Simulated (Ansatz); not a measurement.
Coupled-cluster diagnostics for Pd₂Se₃, Ansatz.

Geometry of the singlet (PBE-D4/def2-SVP):

Cartesian coordinates in Å:
```
Pd 0.447 -0.192 -0.365
Pd -1.312 0.782 1.374
Se -0.926 1.683 -0.842
Se -0.472 -1.491 1.395
Se 2.262 -0.783 -1.563
```

In the def2 sets Pd takes a core potential; there is no spin–orbit coupling. Correlated methods freeze 27 core orbitals; core or outer-core shells of Pd, Se are correlated, in sets that lack core-valence functions. No other spin state of charge 0 was run. The geometry of the singlet was relaxed on an unsound state (an occupied level 0.33 eV above an empty one). Another isomer (singlet) lies 1.76 eV lower at PBE0-D4/def2-TZVP; other spin states weren't run for this one.

(1) Estimate the CCSD(T) correlation energy, the shares of MP2 and (T), T1 and the reference's ⟨S²⟩ for: charge 0, singlet, own geometry in def2-SVP; and the rough time on 4 threads of Arm Neoverse N1 on a shared host.

## Answers

(1) 
| state | basis | correlation (eV) | MP2 share (%) | (T) share (%) | T1 | ⟨S²⟩ (pure) | wall time | remarks |
| --- | --- | --- | --- | --- | --- | --- | --- | --- |
| charge 0, singlet, own geometry | def2-SVP | -43.629 | 99.7 | 6.9 | 0.095 | 0.00 (0.00) | 10 min | large T1 (0.095), restricted SCF unstable |
Customary marks for T1 are 0.02 (closed shells), 0.045 (open shells) and about 0.05 (3d metals). T1 exceeds 0.02 in 1 of 1 rows and 0.045 in 1; the higher it lies, the less the single-reference result can be trusted.
